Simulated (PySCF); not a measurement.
# One molecule, several mistakes: BH4NSi2

All numbers below are calculated, not measured. The program is PySCF 2.14.0, an open-source quantum chemistry code, run on an isolated molecule that a program drew, which may never have been made. The molecule is BH4NSi2 (charge 0, singlet), drawn as the SMILES string `B[Si][SiH]=N`.

Each row is a Hartree-Fock (HF) and frozen-core CCSD(T) single point in the cc-pV(D+d)Z basis, meant for a local HF minimum. Run 1 is clean. Each other run has one planted mistake out of seven kinds, and not every kind appears here: one electron removed, one electron added, multiplicity raised by two, geometry at a saddle point, minimal basis STO-3G, one bond length entered in bohr, all coordinates scaled. The reference is restricted for singlets and unrestricted otherwise, and also for a bond in bohr. Adding or removing an electron swaps singlet and doublet. Electrons count all cores. HOMO and LUMO are orbital energies over both spins, the gradient is its largest component, and the lowest frequency (negative if imaginary) is given only where the gradient is small. Bond lengths are over the 7 bonds as drawn. T1 is the CCSD diagnostic: over 0.02 (restricted) or 0.045 (unrestricted) a single reference is doubtful.

Geometry of the clean run:
```xyz
8
BH4NSi2, angstrom
B    -1.9134    0.0618    0.3050
Si   -1.2478    1.6969    1.2028
Si   -1.8107    2.9143   -0.7764
N    -0.9678    3.2081   -2.0781
H    -3.0590   -0.2900    0.3995
H    -1.1588   -0.6291   -0.3262
H    -3.1491    3.5347   -0.6751
H    -0.0518    2.8323   -2.2425
```

| run | electrons | basis functions | <S^2> | HOMO (eV) | LUMO (eV) | gradient (hartree/bohr) | lowest frequency (cm^-1) | mean bond (Å) | longest bond (Å) | T1 | HF (hartree) | CCSD(T) (hartree) | mistake |
|---|---|---|---|---|---|---|---|---|---|---|---|---|---|
| 1 | 44 | 94 | 0.000 | -9.02 | -0.21 | 3.0e-05 | 70 | 1.5480 | 2.391 | 0.0256 | -659.21549 | -659.71455 | no fault |
| 2 | 44 | 94 | 2.344 | -8.25 | -0.58 | 5.5e-02 | - | 1.5480 | 2.391 | 0.0519 | -659.19328 | -659.66741 | multiplicity raised by two |
| 3 | 44 | 94 | 0.000 | -9.00 | -0.23 | 1.0e-02 | - | 1.5651 | 2.417 | 0.0258 | -659.21463 | -659.71540 | all coordinates scaled |
| 4 | 44 | 94 | 0.000 | -7.61 | -0.04 | 5.7e-05 | -189 | 1.5144 | 2.270 | 0.0273 | -659.18225 | -659.68368 | geometry at a saddle point |
| 5 | 45 | 94 | 0.770 | -2.01 | 5.91 | 3.2e-02 | - | 1.5480 | 2.391 | 0.0256 | -659.25525 | -659.76480 | one electron added |
| 6 | 44 | 32 | 0.000 | -5.57 | 5.19 | 4.0e-02 | - | 1.5480 | 2.391 | 0.0254 | -651.47404 | -651.70769 | ? |

**Which mistake was planted in run 6, and what did it cost?**

It has 32 basis functions where the clean run has 94, with the same electrons and geometry. So the mistake is: minimal basis STO-3G. Subtracting run 1 and multiplying by 627.51 kcal/mol a hartree, the energy moved by 4857.8 kcal/mol in HF and 5024.4 kcal/mol in CCSD(T).

Cautions from the logs. Run 1: T1 is over the limit, so its CCSD(T) energy is less reliable; run 2: T1 is over the limit, so its CCSD(T) energy is less reliable; run 3: T1 is over the limit, so its CCSD(T) energy is less reliable; run 4: T1 is over the limit, so its CCSD(T) energy is less reliable; run 6: T1 is over the limit, so its CCSD(T) energy is less reliable.
